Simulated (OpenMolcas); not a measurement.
Ni3+ among 6 point charges of -2 e arranged as an octahedron (Oh), 1.7 Å from the ion.
```
   1.7000    0.0000    0.0000  -2.00
   0.0000    1.7000    0.0000  -2.00
  -1.7000    0.0000    0.0000  -2.00
   0.0000   -1.7000    0.0000  -2.00
   0.0000    0.0000    1.7000  -2.00
   0.0000    0.0000   -1.7000  -2.00
```

```
Program             : OpenMolcas 26.06
Method              : CASSCF
Basis               : ANO-RCC-VDZP [5s4p2d1f]
Scalar Hamiltonian  : DKH2, point nucleus
Active space        : 7 electrons in 5 orbitals (3d)
State averaging     : 2S+1 = 4 even, 10 roots; 2S+1 = 2 even, 40 roots
Spin-orbit coupling : state interaction with AMFI integrals over the reference wave functions
```

Q: What is the spin-free ground state (labels of O, the rotations of Oh)?

A: 4T1, 3-fold in its orbital part, 99 % from free-ion F terms; it has the highest spin that d7 allows.

Q: Where is the first state of the same spin?

A: 4T2 at 5700 cm-1 above the ground state.

Q: What are the lowest two levels with spin-orbit coupling?

A: A 2-fold level Γ6 with g = 4.59, 4.59, 4.59, then a 4-fold level Γ8 494.1 cm-1 above it. Their leading multiplicities are 4 (100 %) and 4 (100 %).

Q: What is χT at 300 K, and how does it compare with the textbook value?

A: The lowest level has 2S+1 = 4, for which the spin-only value is χT = S(S+1) / 2 = 1.875 cm3 K/mol (g = 2). The computed 3.694 at 300 K differs by +1.819, through orbital momentum, spin-orbit coupling and any other state in reach. With a threefold ground state the orbital momentum is unquenched, so the spin-only value is not expected to hold.

Q: Which ligand-field parameters describe the states?

A: A least-squares ligand-field fit to the states below 45000 cm-1, each weighted by its degeneracy and with a free common offset, gives 10Dq = 6210 cm-1, B = 1406 cm-1 and C = 5194 cm-1 (C/B = 3.69), with an rms deviation of 225 cm-1. 

An orbital triplet at a regular site is open to Jahn-Teller coupling, which can distort the site and quench the lowest spin-orbit gaps and is left out. Without dynamic correlation the repulsion within the d shell is too large (B by tens of per cent), so at a given field states of lower spin stand too high. Point charges give a weaker field than real ligands, and real ions of this kind are often low spin; the high spin found here belongs to the model. This field is weak: 10Dq is about 6210 cm-1, while octahedral complexes of 3d ions of charge 3 and more, computed by the same method with explicit ligands, had a median near 15000 cm-1. Ground spin and moment need not be those of a real site. Point charges carry no covalency, so the field is a model and not that of real ligands. No measured value stands beside these numbers.
